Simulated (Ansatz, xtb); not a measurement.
Relative energy of two structures of CH6GeISi+

We compare X, `C[Si+]([GeH3])I`, a singlet, with Y, a singlet given by its coordinates. Both are isolated ions in the gas phase, relaxed with PBE0-D3(BJ)/def2-SVP.

X (Å):

```json
{"atom": "C", "x (Å)": "-0.5967", "y (Å)": "-0.6354", "z (Å)": "1.9478"}
{"atom": "Ge", "x (Å)": "1.0432", "y (Å)": "-0.0251", "z (Å)": "-1.4102"}
{"atom": "I", "x (Å)": "2.9717", "y (Å)": "-1.0263", "z (Å)": "2.0321"}
{"atom": "Si", "x (Å)": "0.9376", "y (Å)": "-0.5594", "z (Å)": "0.9364"}
{"atom": "H", "x (Å)": "-1.2751", "y (Å)": "-1.3838", "z (Å)": "1.4983"}
{"atom": "H", "x (Å)": "-0.4094", "y (Å)": "-0.8869", "z (Å)": "3.0009"}
{"atom": "H", "x (Å)": "-1.1117", "y (Å)": "0.3404", "z (Å)": "1.8796"}
{"atom": "H", "x (Å)": "-0.4018", "y (Å)": "0.2182", "z (Å)": "-1.8459"}
{"atom": "H", "x (Å)": "1.9365", "y (Å)": "1.2163", "z (Å)": "-1.4582"}
{"atom": "H", "x (Å)": "1.6933", "y (Å)": "-1.2618", "z (Å)": "-2.0339"}
```

Y (Å):

```yaml
atoms:
  - { symbol: C, position_ang: [-0.2460, -1.8764, 1.2365] }
  - { symbol: Ge, position_ang: [1.1384, -0.7229, 0.5635] }
  - { symbol: I, position_ang: [0.7473, 1.7990, 1.5758] }
  - { symbol: Si, position_ang: [0.7267, 1.0773, -0.8701] }
  - { symbol: H, position_ang: [-1.2356, -1.4245, 1.0888] }
  - { symbol: H, position_ang: [-0.1902, -2.8257, 0.6793] }
  - { symbol: H, position_ang: [-0.0714, -2.0780, 2.3029] }
  - { symbol: H, position_ang: [2.6006, -0.9973, 0.9185] }
  - { symbol: H, position_ang: [-0.6427, 1.2691, -1.4019] }
  - { symbol: H, position_ang: [1.8579, 1.7310, -1.5679] }
```

Close contacts (Å): C1–Ge2 1.92, Ge2–I3 2.75, Ge2–Si4 2.34, I3–Si4 2.55, C1–H5 1.10, C1–H6 1.10, C1–H7 1.10, Ge2–H8 1.53, Si4–H9 1.48, Si4–H10 1.48.

Question: Estimate which is lower in electronic energy at CCSD(T)/def2-SVP + ΔMP2/def2-TZVPP, and by roughly how much.

Answer: The CCSD(T)/def2-SVP + ΔMP2/def2-TZVPP calculation puts structure Y lower, by 6.1 kcal/mol.

The same difference at several levels:

```
                             level              geometry  E(Y) − E(X) (kcal/mol)  departure from the last row (kcal/mol)  job, with rough time for the two
              PBE0-D3(BJ)/def2-SVP  PBE0-D3(BJ)/def2-SVP                      −5.3                                    +0.8             optimisation, 6.4 min
                       HF/def2-SVP  PBE0-D3(BJ)/def2-SVP                      −2.6                                    +3.5           part of the CCSD(T) run
                      MP2/def2-SVP  PBE0-D3(BJ)/def2-SVP                      −4.9                                    +1.2           part of the CCSD(T) run
                  CCSD(T)/def2-SVP  PBE0-D3(BJ)/def2-SVP                      −4.0                                    +2.0                      single point
CCSD(T)/def2-SVP + ΔMP2/def2-TZVPP  PBE0-D3(BJ)/def2-SVP                      −6.1                                                        single point, 66 s
```

The levels shown agree on the order. The largest departure from CCSD(T)/def2-SVP + ΔMP2/def2-TZVPP is that of HF/def2-SVP, 3.5 kcal/mol. Levels run at GFN2-xTB geometries aren't shown. The last row adds to CCSD(T) the change of the MP2 difference between the two basis sets, here −2.0 kcal/mol.

With harmonic frequencies from PBE0-D3(BJ)/def2-SVP (ideal gas, rigid rotor, one conformer each, 600 K, 1 atm): on the last row, ΔE + ΔZPE = −5.0 kcal/mol. A mode under 50 cm⁻¹ makes harmonic enthalpies and free energies unreliable, so none is given.

The correlated steps freeze 19 core orbitals; the filled d shell of Ge and I is correlated, in a basis made for valence electrons. Atoms past krypton carry core potentials in the def2 sets and no spin–orbit term is included. Run with Ansatz 0.2.0; the last row on 2 threads of Intel(R) Xeon(R) Processor @ 2.70GHz on a shared host.
